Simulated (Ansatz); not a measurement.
Input and output for `BBBr`.

```yaml
crystal:
  periodic: [false, false, false]
  atoms:
    - {symbol: B, position_ang: [-0.255692, -0.024679, -0.839025]}
    - {symbol: B, position_ang: [0.463703, -0.205626, 0.649317]}
    - {symbol: Br, position_ang: [-0.662033, 0.547633, 2.075322]}
    - {symbol: H, position_ang: [-0.039983, 0.995852, -1.515036]}
    - {symbol: H, position_ang: [-0.981109, -0.769554, -1.328030]}
    - {symbol: H, position_ang: [1.481689, -0.739187, 1.012336]}
basis:
  gaussian: {orbitals: cc-pVTZ-DK}
hamiltonian: {xc: {name: BLYP}}
scf: {lower_state_search: off}
```

```sh
$ ansatz run in.yaml --threads 2 --pin off --events-out ev --progress --plain --max-ram 4352MiB
```

Shortened log:

```
Functional definition: BLYP
983 factors; their error is unknown
mean field evaluation 1: about -72316.9521 eV, gradient 4.5e1 eV
mean field evaluation 2: about -72307.8789 eV, gradient 6.8e1 eV
mean field evaluation 4: about -72323.4943 eV, gradient 3.8e0 eV
mean field evaluation 8: about -72323.5382 eV, gradient 3.0e-2 eV
mean field evaluation 16: about -72323.5167 eV, gradient 8.4e-5 eV
mean field -72323.51667768 eV, -2657.8402152645 hartree, gradient 6.3e-6 eV, S^2 0.000000; 0 other end points of the search recorded, 0 dependent functions left out
reference -72323.51699348 eV, -2657.8402268697 hartree; 24, 24 occupied and 121, 121 virtual orbitals, 983 factors
Total energy: -72323.51699348 eV, -2657.8402268697 hartree
Relativity: scalar
Checks for a lower state left out: stability, starts, cluster_reference, orbital_swaps, neighbouring_geometries, increment
```

Run time 1 s (2 threads of an Arm Neoverse V1 on a shared host); peak host memory 0.15 GiB.
